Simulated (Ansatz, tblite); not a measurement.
Cost and result up the ladder for the cluster HgS2⁻ (3 atoms). Charge -1, multiplicity 2. Geometry: PBE-D4/def2-TZVPD.

```xyz
3

Hg    0.000    0.000    0.000
S     1.523    0.259    1.700
S    -1.523   -0.259   -1.700
```

Ansatz on 4 threads of Arm Neoverse V1 on a shared host; xTB runs through tblite on one thread. Times are rough, summed over both states, and most runs start from the orbitals of an earlier one. CCSD(T)/def2-TZVPD serves as the yardstick here, not as an exact answer. The other state is a quartet at its own geometry.

In the def2 sets Hg takes a core potential; there is no spin–orbit coupling. The xTB rows come from tblite. Correlated methods freeze 10 core orbitals; core or outer-core shells of Hg are correlated, in sets that lack core-valence functions. In CCSD on the charge -1 doublet the largest single amplitude is 0.27, so its Hartree–Fock determinant may place the open shell otherwise than the density functionals do. HOMO above LUMO, or a gap near zero within one spin, warns that the state may not be the lowest or that an electron is smeared out. The structure comes from a short search, and lower isomers may exist.

Correlated methods converge slowly with the basis.

xTB has no spin-polarisation term.

```tsv
level	functions	wall time	quartet − doublet (eV)	difference from CCSD(T)/def2-TZVPD (eV)	remarks
GFN1-xTB	22	0.004 s	2.24	-0.09	–
GFN2-xTB	22	0.004 s	2.06	-0.27	–
PBE-D4/def2-TZVPD	138	10 s	2.27	-0.06	gap within one spin near zero (doublet)
revPBE-D4/def2-TZVPD	138	11 s	2.18	-0.15	gap within one spin near zero (doublet)
BLYP-D4/def2-TZVPD	138	12 s	2.07	-0.26	HOMO above zero (quartet), gap within one spin near zero (doublet)
RPA@PBE/def2-TZVPD	138	19 s	2.26	-0.07	–
PBE0-D4/def2-TZVPD	138	23 s	2.40	0.07	–
BHLYP-D4/def2-TZVPD	138	25 s	2.19	-0.13	–
r2SCAN0-D4/def2-TZVPD	138	48 s	2.34	0.02	–
r2SCAN-D4/def2-TZVPD (with forces)	138	79 s	2.33	0.00	–
ωB97X-V/def2-TZVPD	138	96 s	2.48	0.15	–
CCSD(T)/def2-TZVPD	138	1.9 min	2.33	0.00	–
```
